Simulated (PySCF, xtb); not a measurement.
SnF2, SMILES [F][Sn][F] (connectivity only; charge and spin as stated), neutral, multiplicity 1.

Harmonic wavenumbers (cm⁻¹) from GFN2-xTB run with xtb at its own minimum, in rising order: 110, 391, 405.

Q: What does PBE-D3(BJ)/def2-TZVP in PySCF give at its own minimum? (Estimate from the structure and the level; the computed values follow.)

A: 179, 555, 571. Paired by order, the mean absolute difference is 133 cm⁻¹ and the zero-point energies are 1.3 and 1.9 kcal/mol.
